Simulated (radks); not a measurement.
Minus the highest occupied eigenvalue as an estimate of the ionisation energy, Kr20+ to Kr35+. The LB94 potential has the -1/r tail that LDA and GGA lack but no energy functional. Method: Dirac Kohn-Sham, LB94 model potential, spin-unpolarised, spherical densities, finite nucleus; open shells fill j = l - 1/2 first; Fermi nuclear charge, rms radius 4.1884 fm; computed with a radial shooting solver on a logarithmic mesh with Libxc functionals.

species	configuration	HOMO	-e(HOMO) (eV)	<r> (bohr)	IE, NIST (eV)	kind
Kr20+	[Ne] 3s2 3p4	3p3/2	880.91	0.456	883	semi-emp.
Kr21+	[Ne] 3s2 3p3	3p3/2	931.81	0.451	945	semi-emp.
Kr22+	[Ne] 3s2 3p2	3p1/2	996.24	0.439	999	semi-emp.
Kr23+	[Ne] 3s2 3p1	3p1/2	1049.5	0.433	1042	semi-emp.
Kr24+	[Ne] 3s2	3s1/2	1157.6	0.445	1155	semi-emp.
Kr25+	[Ne] 3s1	3s1/2	1210.4	0.440	1205.2	semi-emp.
Kr26+	[Ne]	2p3/2	2904.6	0.158	2929	semi-emp.
Kr27+	[He] 2s2 2p5	2p3/2	3051.5	0.156	3072	semi-emp.
Kr28+	[He] 2s2 2p4	2p3/2	3201.0	0.154	3228	semi-emp.
Kr29+	[He] 2s2 2p3	2p3/2	3352.7	0.152	3380	semi-emp.
Kr30+	[He] 2s2 2p2	2p1/2	3570.5	0.146	3584	semi-emp.
Kr31+	[He] 2s2 2p1	2p1/2	3729.5	0.144	3752	semi-emp.
Kr32+	[He] 2s2	2s1/2	3961.9	0.170	3971	semi-emp.
Kr33+	[He] 2s1	2s1/2	4096.5	0.168	4109.1	theory
Kr34+	[He]	1s1/2	17243.3	0.0412	17296.4	theory
Kr35+	1s1	1s1/2	17790.1	0.0408	17936.2	theory

Reference values: NIST Atomic Spectra Database (exp. = measured, semi-emp. = semi-empirical, theory = theoretical value adopted there). Spin polarisation and multiplet splitting are left out.

Beside tabulated values, note that spin-unpolarised runs miss the spin-polarisation part of the exchange energy of open shells.
